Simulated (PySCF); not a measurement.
Identify the compound

An unknown has the formula C$_{6}$H$_{3}$F$_{3}$. Its calculated NMR data are:

1H NMR (400 MHz, computed): δ 7.21 (m, 1H), 7.09 (m, 2H).

13C{1H} NMR (computed): δ 162.3, 149.9, 128.9, 117.7.

- B97-2/pcSseg-2 with gauge-including orbitals
- geometry from PBE0-D3(BJ)/def2-TZVP
- program: PySCF 2.14
- relativity neglected, in vacuum, fast rotation and ring inversion assumed for equivalent nuclei, one conformer

Chemical shifts δ = σref − σ; 1H and 13C vs TMS, all at this level.

Question: Which of these isomers gave the spectra?
A. Fc1cc(F)cc(F)c1
B. Fc1cccc(F)c1F
C. Fc1ccc(F)c(F)c1

Answer: B. 

1. The formula gives 4 degrees of unsaturation (1 ring in the answer).
2. 4 carbon signals for 6 carbons: some carbons are equivalent by symmetry or fast rotation.
3. Carbon types of the structure: 3 × C, 3 × CH, which accounts for all hydrogens.
4. δC 162.3, 149.9: aromatic carbon bearing fluorine; σ withdrawal by the attached heteroatom moves it downfield of the ring CH carbons.
5. δC 128.9, 117.7: aromatic CH.
6. δH 7.21, 7.09: hydrogen on an aromatic CH; it sits in the deshielding region of the aromatic ring current.

The others: Fc1cc(F)cc(F)c1 would give 2 carbon signals, not 4; Fc1ccc(F)c(F)c1 would give 6 carbon signals, not 4.

Splittings by 19F in the carbon and heteronuclear signals aren't shown, as no couplings were computed. Shifts are as computed. Against solution values, carbons near 30 ppm lie about +3 ppm off and those near 130 ppm about +7 ppm. Of 1211 compounds with measured shifts, 218 miss one by over three times the rms of a fit or turn the order of signals round; such compounds aren't used in these exercises. Multiplicities follow the n + 1 count of equivalent neighbours, as no J values were calculated; m marks all less simple cases, F and P coupling included.
